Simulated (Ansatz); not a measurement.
Basis-set series for ClCuH$_{2}$O, SMILES `[OH2+][Cu-][Cl]`. Total charge 0; spin multiplicity 1. All single points use the PBE0-D4/def2-TZVP geometry. It is one conformer, not always the lowest.

```xyz
5

O     0.735   -0.556   -0.495
Cu   -0.675    0.235    0.608
Cl   -2.167    1.091    1.762
H     1.588   -0.113   -0.448
H     0.519   -0.656   -1.427
```

```csv
functional,basis,functions,energy (Eh),HOMO (eV),LUMO (eV)
PBE0-D4,def2-TZVPP,165,-2176.80208,-6.70,-1.33
PBE0-D4,def2-QZVPP,287,-2176.86369,-6.78,-1.60
ωB97M-V,def2-TZVPP,165,-2177.13874,-9.05,0.18
ωB97M-V,def2-QZVPP,287,-2177.19863,-9.14,-0.44
```

(1) Give the rows for def2-SVP. (Estimate.)

Results:

(1) The calculation gave: 
| functional | basis | functions | energy (Eh) | HOMO (eV) | LUMO (eV) |
| --- | --- | --- | --- | --- | --- |
| PBE0-D4 | def2-SVP | 73 | -2176.29791 | -6.11 | -0.91 |
| ωB97M-V | def2-SVP | 73 | -2176.63368 | -8.40 | 0.50 |

Positive LUMOs are unbound and depend on the basis. Scalar relativity is left out up to krypton.

Computed with Ansatz.
